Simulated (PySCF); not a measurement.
Compound: C₆H₈NS (doublet state).
Numbering: `[CH2:1]=[CH:2][CH:3]([CH:4]=[CH2:5])[C:6]([NH:7])=[S:8]` (hydrogens: H9, H10 on C1; H11 on C2; H12 on C3; H13 on C4; H14, H15 on C5; H16 on N7)

Level of theory: UKS B3LYP, pcH-1 on C H N S, non-relativistic, mean-field spin-orbit, GIAO in PySCF. Geometry: GFN2-xTB, one conformer, isolated molecule. A GFN2-xTB geometry isn't a minimum of the functional, and hyperfine couplings can be far from their values at a DFT geometry, by a factor of two or more for some ions and for spin on atoms past the first row.

Output of the driver script. The program numbers atoms from 0.

```
UKS, coarse grid
  cycle   1  E = -686.24942038  |g| = 4.00e-01
  cycle   2  E = -685.99575297  |g| = 8.07e-01
  cycle   3  E = -686.28105431  |g| = 2.77e-01
  cycle   4  E = -686.32208012  |g| = 4.59e-02
  cycle   5  E = -686.32247979  |g| = 3.80e-02
  cycle   6  E = -686.32319869  |g| = 1.01e-02
  cycle   7  E = -686.32325945  |g| = 5.11e-03
  cycle   8  E = -686.32327455  |g| = 3.17e-03
  cycle   9  E = -686.32328146  |g| = 1.80e-03
  cycle  10  E = -686.32328519  |g| = 8.14e-04
UKS, final grid
  cycle   1  E = -686.32330101  |g| = 1.71e-03
  cycle   2  E = -686.32329116  |g| = 4.90e-03
  cycle   3  E = -686.32330275  |g| = 2.61e-04
  cycle   4  E = -686.32330280  |g| = 1.78e-04
  cycle   5  E = -686.32330287  |g| = 4.39e-05
  cycle   6  E = -686.32330287  |g| = 1.64e-05
E = -686.32330287 Eh   <S^2> = 0.7532 (exact 0.7500)
g shifts (ppm)      1          2          3
  rmc          -233       -233       -233
  gc             -0         77         37
  oz_so       -1241      12583     271966
  total       -1380      12427     271877
hyperfine (MHz)  atom isotope    a_iso     a_fc   dipolar eigenvalues
    0   13C       0.34       0.34     -0.55     -0.07      0.62
    1   13C       3.42       3.42     -0.79     -0.32      1.11
    2   13C       5.45       5.45     -2.27     -1.46      3.73
    3   13C       3.11       3.11     -0.73     -0.31      1.04
    4   13C       0.26       0.26     -0.50     -0.03      0.52
    5   13C     -18.42     -18.42     -5.15      0.10      5.05
    6   14N      -1.06      -1.06     -7.50     -7.28     14.78
    7   33S      15.17      15.17    -84.59    -81.93    166.52
    8    1H      -0.28      -0.28     -0.57     -0.49      1.06
    9    1H      -0.38      -0.38     -0.84     -0.56      1.40
   10    1H       0.21       0.21     -1.47     -0.74      2.21
   11    1H      10.31      10.31     -4.97     -1.07      6.04
   12    1H       0.27       0.27     -1.42     -0.75      2.17
   13    1H      -0.22      -0.22     -0.56     -0.51      1.07
   14    1H      -0.32      -0.32     -0.88     -0.63      1.51
   15    1H      10.64      10.64    -11.30     -1.56     12.86
```

Task: Can this result be taken as it stands? Point to the evidence in the output.

Result: No. The largest g shift is +0.272, past the limit of 0.03 at which the run flags a species of elements up to argon. The orbital-Zeeman/spin–orbit term is second order, a sum of spin–orbit matrix elements over excitation energies, so it grows and becomes less reliable as an excited state comes close; a shift this large should be checked with a method that treats spin–orbit coupling variationally or among several states. The contact and dipolar couplings don't rest on that expansion, but they belong to the state that the SCF found, and a close-lying state with the spin in another orbital would have other couplings; no stability test was run. The run left out the spin–orbit part of the hyperfine coupling.

Task: Where is the spin in this solution (atoms counted from 1)?

Result: The Mulliken spin populations are largest on S8 (+0.91) and N7 (+0.12). No atom but S8 exceeds +0.15. The unrestricted determinant has ⟨S²⟩ = 0.7532 (exact 0.7500), so spin contamination is small. N7, the radical centre as drawn in `C=CC(C=C)C([NH])=S`, holds a spin population of +0.12 out of 1.

Task: Average a_iso over equivalent nuclei, turn it into first-order splittings with g = 2.0023, and give the multiplets for abundant isotopes (0.05 mT or more).

Result: 
```json
{"nuclei (from 1)": "H16", "isotope": "1H", "I": "1/2", "position": "3 bonds from S8, on N7 of spin population +0.12", "a_iso (MHz)": "10.6", "|a| (mT)": "0.38", "splits into": "1:1 doublet"}
{"nuclei (from 1)": "H12", "isotope": "1H", "I": "1/2", "position": "3 bonds from S8", "a_iso (MHz)": "10.3", "|a| (mT)": "0.37", "splits into": "1:1 doublet"}
```

Hardware: one thread of an Arm Neoverse V1, no GPU, shared host with 32 logical CPUs at a one-minute load of 28. Cost: 2.0 min (with the writing of density and orbital grids), 0.96 GiB resident at most.
